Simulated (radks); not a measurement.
Coulomb parameter of the 5d shell of the osmium ion Os+ in the model configuration [Xe] 4f14 5d5 6s1 6p1, as a second difference U = [E(n + 0.5) + E(n - 0.5) - 2 E(n)] / (0.5)^2 with all orbitals relaxed. "Bare": the charge of the atom changes with n. "Screened": the 6p shell takes up the change at fixed total charge, which measures U(5d,5d) + U(6p,6p) - 2 U(5d,6p). Calculated with a radial shooting solver on a logarithmic mesh with Libxc functionals: scalar-relativistic Kohn-Sham, LDA (Slater exchange, Perdew-Wang correlation), spin-unpolarised, spherical densities, finite nucleus; Fermi nuclear charge, rms radius 5.4126 fm.

case                       configuration  E - E(n) (eV)
start              [Xe] 4f14 5d5 6s1 6p1          0.000
bare +0.5        [Xe] 4f14 5d5.5 6s1 6p1         -7.627
bare -0.5        [Xe] 4f14 5d4.5 6s1 6p1         10.288
screened +0.5  [Xe] 4f14 5d5.5 6s1 6p0.5         -4.306
screened -0.5  [Xe] 4f14 5d4.5 6s1 6p1.5          4.850

U(bare) = 10.646 eV, U(screened by 6p) = 2.177 eV, against the Slater integral F0(5d,5d) = 14.682 eV with frozen orbitals.
